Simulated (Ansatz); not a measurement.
CH5NSSi can be A, `C1N[SiH2]S1`, or B, `N[SiH]1CS1`.

Gas-phase electronic energies from Ansatz, PBE0-D4/def2-TZVP geometries. CBS: MP2 limit from def2 TZ/QZ plus the TZ coupled-cluster correction, frozen cores. Functionals use def2-TZVPP. B3LYP here is the variant with VWN-RPA as its local correlation; programs differ in this. Each species was taken in one conformer, which may not be the lowest.

A:

Z-matrix (Å, degrees):
```
C
S 1 1.851
N 1 1.451 2 100.7
H 1 1.094 2 109.3 3 120.2
H 1 1.094 2 109.3 3 -119.9
Si 2 2.135 1 75.5 3 -5.0
H 3 1.005 1 119.1 2 161.3
H 6 1.491 2 116.5 1 -112.4
H 6 1.488 2 116.6 1 120.2
```

B:

Z-matrix (Å, degrees):
```
Si
C 1 1.828
S 1 2.089 2 57.0
N 1 1.699 2 121.7 3 112.3
H 1 1.476 2 120.3 3 -106.4
H 2 1.087 1 120.1 3 -104.3
H 2 1.086 1 121.4 3 104.2
H 4 1.007 1 119.8 2 168.7
H 4 1.007 1 121.6 2 -42.0
```

Problem. Which is lower in electronic energy at CCSD(T)/CBS, and by how much? (An estimate is asked.)

Solution. Ansatz gave: B, by 47.9 kJ/mol.

Problem. Give E(B) − E(A) in kJ/mol with PBE0-D4, B3LYP-D4, CCSD(T)/def2-SVP, HF/def2-TZVPP, B2PLYP, LDA (SPW92), ωB97M-V. (Best estimate.)

Solution. Computed: PBE0-D4 -46.0, B3LYP-D4 -46.8, CCSD(T)/def2-SVP -26.7, HF/def2-TZVPP -34.3, B2PLYP -49.0, LDA (SPW92) -46.0, ωB97M-V -46.7. None reverses the order clearly.

Problem. Does the order hold for the free energy at 298.15 K (harmonic terms from PBE0-D4)? (Best estimate.)

Solution. Computed: Yes: G(B) − G(A) = -48.3 kJ/mol, for one conformer each.

Largest T1 diagnostic: 0.011.

In def2-TZVPP, CCSD(T) changes the Hartree–Fock value by −10.9 kJ/mol (the triples alone add −2.1 kJ/mol) and MP2 by −15.3 kJ/mol. From BLYP to BHLYP (50 % exact exchange), in def2-TZVPP and without D4, E(B) − E(A) moves by +10.4 kJ/mol.
